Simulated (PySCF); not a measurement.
All of these have the formula C3H9FSi2. Level of theory: TDDFT PBE0/def2-SVPD, vertical, gas phase, core orbitals frozen in the response in PySCF 2.14.0, density-fitted response routines. Geometries: GFN2-xTB; one conformer of each isolated species. Triplets are in the Tamm–Dancoff approximation.

A. `C=C(F)[Si@H](C)[SiH3]`
B. `FC1C[SiH2][SiH2]C1`
C. `FC[SiH]1C[SiH2]C1`

Lowest singlet levels (six at most, fewer where fewer were computed) with oscillator strengths:

1. 6.34 eV (f 0.005); 6.37 eV (f 0.151); 6.87 eV (f 0.085); 7.01 eV (f 0.189); 7.20 eV (f 0.019); 7.21 eV (f 0.022); T1 4.19 eV
2. 6.25 eV (f 0.000); 7.03 eV (f 0.002); 7.08 eV (f 0.002); 7.15 eV (f 0.001); 7.22 eV (f 0.022); 7.36 eV (f 0.220); T1 6.00 eV
3. 6.68 eV (f 0.012); 6.79 eV (f 0.080); 7.43 eV (f 0.181); 7.44 eV (f 0.033); 7.71 eV (f 0.028); 7.75 eV (f 0.001); T1 5.92 eV

Task: Which spectrum belongs to which structure?

Result: 1 = A, 2 = C, 3 = B.
- A: S1 at 6.34 eV, HOMO→LUMO+1 (91%); Löwdin shares by element: HOMO carbon 64% or more, fluorine 12%, silicon 6% or more (atoms not listed hold the other 17%); LUMO carbon 47% or more, silicon 28% (atoms not listed hold the other 25%); HOMO -7.63 and LUMO -0.49 eV.
- B: S1 at 6.68 eV, HOMO→LUMO+1 (96%); Löwdin shares by element: HOMO silicon 54%, carbon 24% or more (atoms not listed hold the other 22%); LUMO silicon 44%, carbon 19% or more (atoms not listed hold the other 37%); HOMO -7.89 and LUMO 0.00 eV; point group Cs.
- C: S1 at 6.25 eV, HOMO→LUMO (98%); Löwdin shares by element: HOMO carbon 33% or more, silicon 28% (atoms not listed hold the other 39%); LUMO silicon 35%, carbon 22% or more (atoms not listed hold the other 43%); HOMO -7.83 and LUMO -0.21 eV.
A and C have S1 within 0.09 eV of each other; their strongest listed levels stand at 7.01 eV (f 0.189) and 7.36 eV (f 0.220).
